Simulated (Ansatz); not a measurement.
Two isomers of CH4AlNO: A = `C1[NH][AlH][O]1`, B = `N=[CH][AlH][OH]`.

Calculated with Ansatz (gas phase, PBE0-D4/def2-TZVP geometries, no zero-point term in ΔE). CBS: MP2 limit from def2 TZ/QZ plus the TZ coupled-cluster correction, frozen cores. DFT in def2-TZVPP. B3LYP here is the variant with VWN-RPA as its local correlation; programs differ in this. Each species was taken in one conformer, which may not be the lowest.

Which isomer does CCSD(T)/CBS put lower? Give the gap. (Estimate.)

The calculation gave: A, by 7.8 kcal/mol.

Give E(B) − E(A) in kcal/mol with CCSD(T)/def2-TZVPP, PBE0-D4, BLYP-D4, B3LYP, LDA (SPW92), PBE-D4, HF/def2-TZVPP. (An estimate is asked.)

Ansatz gave: CCSD(T)/def2-TZVPP 7.2, PBE0-D4 11.4, BLYP-D4 4.2, B3LYP 6.1, LDA (SPW92) 17.5, PBE-D4 9.3, HF/def2-TZVPP 5.4. None reverses the order clearly.

Does the order hold for the free energy at 298.15 K (harmonic terms from PBE0-D4)? (Best estimate.)

Ansatz gave: Yes: G(B) − G(A) = +4.5 kcal/mol, for one conformer each.

Largest T1 diagnostic: 0.014.

From r2SCAN to r2SCAN0 (25 % exact exchange), in def2-TZVPP and without D4, E(B) − E(A) moves by +1.5 kcal/mol. In def2-TZVPP, CCSD(T) changes the Hartree–Fock value by +1.8 kcal/mol (the triples alone add −0.3 kcal/mol) and MP2 by +4.2 kcal/mol.
